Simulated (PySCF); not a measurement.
Si(OH)(OMe)(SH)2, CH₆O₂S₂Si, SMILES CO[Si](O)(S)S, singlet (PBE0/def2-SVP optimised geometry):

```
12

C      0.971    -1.244    -0.268
O      0.126    -0.157     0.000
Si    -1.522    -0.157     0.000
O     -2.009     1.415     0.000
S     -2.421    -0.967    -1.757
S     -2.073    -1.280     1.739
H      0.903    -2.018     0.516
H      2.009    -0.881    -0.305
H      0.732    -1.710    -1.240
H     -1.449     2.018     0.500
H     -2.347    -2.239    -1.308
H     -3.395    -1.252     1.464
```

Calculation: PBE0/def2-TZVP (PySCF).

Q: What are the frontier orbital energies and the dipole moment?

A: HOMO-2 -8.42 eV, HOMO-1 -7.83 eV, HOMO -7.59 eV, LUMO 0.05 eV, LUMO+1 0.54 eV; dipole moment 1.40 D.

On the same geometry PySCF with PBE/def2-TZVP gives HOMO-2 -6.94 eV, HOMO-1 -6.55 eV, HOMO -6.33 eV, LUMO -0.87 eV, LUMO+1 -0.42 eV; dipole moment 1.32 D.

Meta-Löwdin charges at PBE0/def2-TZVP: C1 -0.12, O2 -0.62, Si3 1.18, O4 -0.75, S5 -0.31, S6 -0.33, H7 0.11, H8 0.13, H9 0.11, H10 0.36, H11 0.12, H12 0.12.
